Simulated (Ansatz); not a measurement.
Energy profile

The step: GeH₄S₂ ([SH][GeH2][SH]) → GeH₂S ([S][GeH2]) + H₂S (still joined by a long Ge–S bond); bonds formed: S2–H4; bonds broken: S3–H4; bonds weakened to dative contacts: Ge1–S2 (atoms numbered as in the saddle structure below).

Ge1  (-0.893, 0.112, 0.303)
S2  (1.555, -0.204, 0.341)
S3  (-0.716, 1.273, -1.442)
H4  (1.063, 0.688, -0.720)
H5  (-1.090, 0.735, 1.699)
H6  (-1.409, -1.342, 0.303)
H7  (1.489, -1.262, -0.485)
(Å)

Electronic energies by CCSD(T) at an estimated basis limit (MP2 extrapolated from triple and quadruple zeta, plus CCSD(T) − MP2 in triple zeta), on PBE0-D4/def2-TZVP structures; GeH$_{4}$S$_{2}$, singlet; no counterpoise correction. Computed with Ansatz 0.2.0 (basis: def2-TZVPP and def2-QZVPP); correlated methods freeze the cores. Filled d shells of the heavier atoms are correlated. The def2 sets are not built for correlating such inner shells, so the correlated values are less sure here. Extrapolation: Hartree–Fock as exp(−7.88 √X), correlation as X^−2.97.

Give the profile in eV, counted from the start structure. (An estimate is asked for; the value comes from the calculation.)

The calculation gives:
```json
{"point": "start structure", "eV": "0.000"}
{"point": "saddle", "eV": "1.655"}
{"point": "end structure", "eV": "1.379"}
{"point": "separated: GeH$_{2}$S (linked as [S][GeH2]; Ge1, S3, H5, H6; singlet) + H$_{2}$S (S2, H4, H7; singlet)", "eV": "1.693"}
```

T1 diagnostic: at most 0.018.

For scale, one of the runs: CCSD(T)/def2-TZVPP, 188 basis functions, launched by `ansatz run in.yaml --threads 4 --pin off --events-out ev --progress --plain --max-ram 9574MiB`. Time: 42 s of wall clock on 4 CPU threads of an Arm Neoverse V1; the host was shared. Peak host memory: 1.8 GiB.
